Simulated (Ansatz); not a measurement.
Cost and result for the atomization energy of C₈H₁₈O, SMILES `CCCCCCCCO` (27 atoms, 26 bonds).

Cartesian coordinates in Å:
```
C -0.198 -0.706 2.582
C -0.339 -1.870 1.614
C -1.469 -1.701 0.605
C -1.309 -0.565 -0.402
C -0.124 -0.730 -1.360
C 1.190 -0.069 -0.932
C 1.362 1.370 -1.406
C 0.351 2.358 -0.857
O 0.585 3.677 -1.304
H -1.127 -0.547 3.139
H 0.597 -0.887 3.308
H 0.035 0.230 2.068
H -0.522 -2.785 2.186
H 0.608 -2.035 1.089
H -2.407 -1.554 1.154
H -1.587 -2.638 0.048
H -2.234 -0.511 -0.986
H -1.241 0.391 0.126
H -0.394 -0.338 -2.347
H 0.045 -1.802 -1.509
H 1.293 -0.106 0.157
H 2.028 -0.649 -1.331
H 1.321 1.406 -2.501
H 2.365 1.715 -1.123
H -0.657 2.112 -1.197
H 0.342 2.313 0.243
H 1.483 3.919 -1.064
```

Charge 0, multiplicity 1. The geometry is a stationary point of PBE0-D4/def2-TZVP. It is one conformer, not always the lowest. Program: Ansatz. All runs use 4 threads of an AMD EPYC 7R13 on a shared host and a share of an NVIDIA H100 80 GB. Times are those of one run each, without the atoms' runs, and a repeat can differ threefold. Electronic energies, without spin–orbit coupling; frozen cores. CCSD(T)/CBS adds CCSD(T) − MP2 in def2-TZVPP to the MP2 limit, and its time is that of the two runs behind it. T1 = 0.009. B3LYP takes the VWN-RPA correlation (the form of Gaussian; ORCA's B3LYP/G).

CCSD(T)/CBS is a level of theory with its own doubt, some kJ/mol a heavy atom from the limit and from the frozen cores, so smaller differences don't rank the functionals.

| level | functions | wall time | atomization (kcal/mol) | difference from CCSD(T)/CBS | per bond |
| --- | --- | --- | --- | --- | --- |
| PBE-D4/def2-TZVPP (with forces) | 531 | 3.1 s | 2618.8 | 46.6 | 1.8 |
| r2SCAN-D4/def2-TZVPP (with forces) | 531 | 4.8 s | 2575.7 | 3.5 | 0.1 |
| B2PLYP/def2-TZVPP | 531 | 6 s | 2544.9 | -27.3 | -1.0 |
| PBE0-D4/def2-TZVPP | 531 | 6.5 s | 2588.7 | 16.5 | 0.6 |
| B3LYP-D4/def2-TZVPP (with forces) | 531 | 9 s | 2571.6 | -0.6 | 0.0 |
| ωB97X-V/def2-TZVPP | 531 | 9.5 s | 2575.1 | 2.9 | 0.1 |
| ωB97M-V/def2-TZVPP (with forces) | 531 | 14 s | 2578.4 | 6.2 | 0.2 |
| MP2/def2-QZVPP | 1053 | 14 s | 2575.9 | 3.7 | 0.1 |
| CCSD(T)/def2-TZVPP | 531 | 9.2 min | 2518.2 | -54.0 | -2.1 |
| CCSD(T)/CBS(def2) | – | 9.4 min | 2572.2 | 0.0 | 0.0 |

The D4 term adds +22.3 kcal/mol with B3LYP and +12.2 kcal/mol with PBE0; it sums over pairs of atoms, weighted by their polarisabilities, and B3LYP, whose exchange is more repulsive, gets the larger term. From PBE to PBE0 (25 % exact exchange), in def2-TZVPP and without D4, the atomization energy moves by −28.0 kcal/mol: exact exchange takes away binding that semilocal exchange gives to molecules. In def2-TZVPP, CCSD(T) changes the Hartree–Fock value by +589.3 kcal/mol (the triples alone add +30.9 kcal/mol) and MP2 by +615.3 kcal/mol; breaking electron pairs costs correlation energy, which Hartree–Fock lacks.
